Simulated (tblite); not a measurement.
C₇H₆NO (doublet state).
Geometry (GFN2-xTB, Å), atoms numbered from 1 in this order:
```
atom  x, y, z in Å
N1    -3.1222   -0.4877    1.1753
C2    -2.0347   -0.2059    0.9626
C3    -0.6752    0.1576    0.6518
C4    -0.6839    1.1629   -0.5370
C5     0.6805    1.3094   -1.0205
C6     1.7139    0.5275   -0.8472
C7     1.5668   -0.7638   -0.1214
O8     2.4936   -1.5072    0.0651
C9     0.1434   -1.0870    0.2990
H10   -0.2337    0.6489    1.5274
H11   -1.0971    2.1198   -0.2096
H12   -1.3175    0.7876   -1.3480
H13    2.7048    0.7348   -1.2188
H14    0.1812   -1.7795    1.1428
H15   -0.3242   -1.6093   -0.5433
```

Calculated harmonic vibrations of the isolated species, GFN2-xTB (tblite), most abundant isotopes, no scaling. Errors from tens to a few hundred cm⁻¹ against measured bands are possible. One conformer, not necessarily the lowest. Open shells enter through the occupations alone, without spin polarisation, and single modes of such species can be off by tens of per cent.

Harmonic wavenumbers (cm⁻¹): 79.8, 101.0, 133.2, 264.4, 302.5, 376.1, 427.0, 441.5, 510.5, 538.2, 572.1, 662.6, 791.4, 833.1, 876.5, 886.5, 977.2, 995.7, 1031.6, 1076.9, 1088.2, 1129.1, 1168.6, 1196.3, 1227.6, 1253.8, 1263.2, 1306.0, 1430.9, 1437.7, 1693.1, 1773.9, 2399.3, 2920.8, 2940.4, 2946.6, 2974.7, 2989.3, 3090.7.

A = 3453, B = 1204, C = 922.3 MHz; mass 120.045 u (most abundant isotopes); point group C1, symmetry number 1; spin multiplicity 2.

Task: What is the zero-point energy?

Result: Half the sum of the wavenumbers: 24054 cm⁻¹ = 287.75 kJ/mol.

Task: Give the ideal-gas entropy at 500 K and 1 bar in the rigid-rotor, harmonic-oscillator model (classical rotation).

Result: Translation 179.31, rotation 127.02, vibration 148.56, spin (R ln 2) 5.76: S = 460.7 J/(mol K).

Task: And Cp and H(500 K) − H(0)?

Result: Cp = 195.66 J/(mol K), of which vibrations give 162.40 (their classical limit is 39 R = 324.3); H(500 K) − H(0) = 57.07 kJ/mol without the zero-point energy, 40.45 from vibrations.

Task: Which modes carry the vibrational entropy at 500 K?

Result: 79.8 cm⁻¹: 20.57; 101.0 cm⁻¹: 18.62; 133.2 cm⁻¹: 16.34; 264.4 cm⁻¹: 10.78; 302.5 cm⁻¹: 9.73; 376.1 cm⁻¹: 8.05 J/(mol K); the other 33 give 64.48 together.

Task: How do the functions run with temperature in this model?

Result: 
```json
{"T (K)": "50", "S (J/(mol K))": "241.3", "Cp (J/(mol K))": "46.1", "H − H(0) (kJ/mol)": "1.88", "G − H(0) (kJ/mol)": "-10.19", "ln q(vib)": "0.18"}
{"T (K)": "100", "S (J/(mol K))": "278.2", "Cp (J/(mol K))": "61.9", "H − H(0) (kJ/mol)": "4.58", "G − H(0) (kJ/mol)": "-23.24", "ln q(vib)": "0.85"}
{"T (K)": "298.15", "S (J/(mol K))": "376.5", "Cp (J/(mol K))": "132.0", "H − H(0) (kJ/mol)": "23.64", "G − H(0) (kJ/mol)": "-88.60", "ln q(vib)": "4.27"}
{"T (K)": "373.15", "S (J/(mol K))": "408.9", "Cp (J/(mol K))": "158.2", "H − H(0) (kJ/mol)": "34.53", "G − H(0) (kJ/mol)": "-118.06", "ln q(vib)": "5.69"}
{"T (K)": "750", "S (J/(mol K))": "550.4", "Cp (J/(mol K))": "246.3", "H − H(0) (kJ/mol)": "112.84", "G − H(0) (kJ/mol)": "-299.97", "ln q(vib)": "12.95"}
{"T (K)": "1000", "S (J/(mol K))": "625.9", "Cp (J/(mol K))": "277.9", "H − H(0) (kJ/mol)": "178.65", "G − H(0) (kJ/mol)": "-447.28", "ln q(vib)": "17.49"}
```

q(vib) and H(0) count from the zero-point level.

Hindered rotation and anharmonicity are outside this model. Other conformers, if any are populated, would add a mixing term that is left out. The structure is chiral; the term R ln 2 for an equal mix with its mirror image is left out.
